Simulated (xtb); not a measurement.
C2H3O (SMILES [CH-]1CO1), charge -1, singlet, geometry from GFN2-xTB; GFN2-xTB run with xtb 6.7.1.

xtb was given this input:
```
$ xtb mol.xyz --gfn 2 --chrg -1 --json

# file mol.xyz
6

C      0.12758253     0.83909514    -0.40587053
O      0.01305692    -0.00449006     0.83668314
C      0.01266963    -0.63253186    -0.40519283
H     -0.93552180     1.24899715    -0.58229583
H     -0.91341079    -1.19766682    -0.63989719
H      0.90296421    -1.25478943    -0.60489199
```

### Question
Write the output that xtb gives for this input, abridged.

### Answer

```
   ID    Z sym.   atoms
    1    6 C      1, 3
    2    8 O      2
    3    1 H      4-6

           -------------------------------------------------
          |                Calculation Setup                |
           -------------------------------------------------

           -------------------------------------------------
          |                 G F N 2 - x T B                 |
           -------------------------------------------------

          ...................................................
          :                      SETUP                      :
          :.................................................:
          :  # basis functions                  15          :
          :  # atomic orbitals                  15          :
          :  # shells                            9          :
          :  # electrons                        18          :
          :  max. iterations                   250          :
          :  Hamiltonian                  GFN2-xTB          :
          :  restarted?                      false          :
          :  GBSA solvation                  false          :
          :  PC potential                    false          :
          :  electronic temp.          300.0000000     K    :
          :  accuracy                    1.0000000          :
          :  -> integral cutoff          0.2500000E+02      :
          :  -> integral neglect         0.1000000E-07      :
          :  -> SCF convergence          0.1000000E-05 Eh   :
          :  -> wf. convergence          0.1000000E-03 e    :
          :  Broyden damping             0.4000000          :
          :  net charge                         -1          :
          :  unpaired electrons                  0          :
          ...................................................

 iter      E             dE          RMSdq      gap      omega  full diag
   1     -9.9589317 -0.995893E+01  0.645E+00    7.03       0.0  T
   2    -10.0135631 -0.546314E-01  0.362E+00    6.59       1.0  T
   3    -10.0167053 -0.314222E-02  0.167E+00    6.81       1.0  T
   4    -10.0181659 -0.146051E-02  0.394E-01    6.73       1.0  T
   5    -10.0182402 -0.743091E-04  0.138E-01    6.76       1.0  T
   6    -10.0182437 -0.355889E-05  0.553E-02    6.76       1.0  T
   7    -10.0182454 -0.162957E-05  0.230E-02    6.77       1.8  T
   8    -10.0182472 -0.183169E-05  0.129E-02    6.76       3.2  T
   9    -10.0182479 -0.751772E-06  0.137E-03    6.77      29.7  T
  10    -10.0182480 -0.717565E-08  0.388E-04    6.77     105.2  T
  11    -10.0182480 -0.565043E-09  0.629E-05    6.77     648.9  T

   *** convergence criteria satisfied after 11 iterations ***

         :::::::::::::::::::::::::::::::::::::::::::::::::::::
         ::                     SUMMARY                     ::
         :::::::::::::::::::::::::::::::::::::::::::::::::::::
         :: total energy              -9.947771283765 Eh    ::
         :: gradient norm              0.000035541967 Eh/a0 ::
         :: HOMO-LUMO gap              6.766255587231 eV    ::
         ::.................................................::
         :: SCC energy               -10.018247898391 Eh    ::
         :: -> isotropic ES            0.166551140063 Eh    ::
         :: -> anisotropic ES         -0.008185630767 Eh    ::
         :: -> anisotropic XC         -0.000968772223 Eh    ::
         :: -> dispersion             -0.002698018149 Eh    ::
         :: repulsion energy           0.070476614626 Eh    ::
         :: add. restraining           0.000000000000 Eh    ::
         :: total charge              -1.000000000000 e     ::
         :::::::::::::::::::::::::::::::::::::::::::::::::::::

           -------------------------------------------------
          |                Property Printout                |
           -------------------------------------------------

    * Orbital Energies and Occupations

         #    Occupation            Energy/Eh            Energy/eV
      -------------------------------------------------------------
         1        2.0000           -0.4317142             -11.7475
         2        2.0000           -0.3627047              -9.8697
         3        2.0000           -0.3216471              -8.7525
         4        2.0000           -0.2942581              -8.0072
         5        2.0000           -0.2621451              -7.1333
         6        2.0000           -0.2106095              -5.7310
         7        2.0000           -0.1694430              -4.6108
         8        2.0000           -0.1617292              -4.4009
         9        2.0000           -0.0688195              -1.8727 (HOMO)
        10                          0.1798358               4.8936 (LUMO)
        11                          0.3250749               8.8457
        12                          0.3331418               9.0653
        13                          0.3505871               9.5400
        14                          0.4610016              12.5445
        15                          0.5643027              15.3555
      -------------------------------------------------------------
                  HL-Gap            0.2486553 Eh            6.7663 eV
             Fermi-level            0.0555082 Eh            1.5105 eV

     #   Z          covCN         q      C6AA      α(0)
     1   6 C        2.721    -0.234    34.258     9.582
     2   8 O        1.684    -0.508    23.062     6.483
     3   6 C        3.674     0.122    18.806     6.214
     4   1 H        0.911    -0.165     8.483     4.556
     5   1 H        0.922    -0.113     6.057     3.849
     6   1 H        0.923    -0.102     5.628     3.710

 Mol. C6AA /au·bohr⁶  :        513.972288
 Mol. C8AA /au·bohr⁸  :      10611.186990
 Mol. α(0) /au        :         34.394477

Wiberg/Mayer (AO) data.
largest (>0.10) Wiberg bond orders for each atom

 ---------------------------------------------------------------------------
     #   Z sym  total        # sym  WBO       # sym  WBO       # sym  WBO
 ---------------------------------------------------------------------------
     1   6 C    2.783 --     3 C    0.984     4 H    0.954     2 O    0.821
     2   8 O    1.849 --     3 C    0.983     1 C    0.821
     3   6 C    3.880 --     1 C    0.984     2 O    0.983     6 H    0.961
                             5 H    0.951
     4   1 H    0.973 --     1 C    0.954
     5   1 H    0.987 --     3 C    0.951
     6   1 H    0.990 --     3 C    0.961
 ---------------------------------------------------------------------------

Topologies differ in total number of bonds
Writing topology from bond orders to xtbtopo.mol

molecular dipole:
                 x           y           z       tot (Debye)
 q only:        0.247      -0.402      -0.283
   full:       -0.286      -0.986      -0.176       2.647
molecular quadrupole (traceless):
                xx          xy          yy          xz          yz          zz
 q only:        0.997       0.844      -0.985      -0.506       0.366      -0.012
  q+dip:        2.766      -0.659      -1.171       0.290       1.227      -1.595
   full:        1.942      -0.881      -1.184       0.326       1.347      -0.758

           -------------------------------------------------
          | TOTAL ENERGY               -9.947771283765 Eh   |
          | GRADIENT NORM               0.000035541967 Eh/α |
          | HOMO-LUMO GAP               6.766255587231 eV   |
           -------------------------------------------------

normal termination of xtb
```
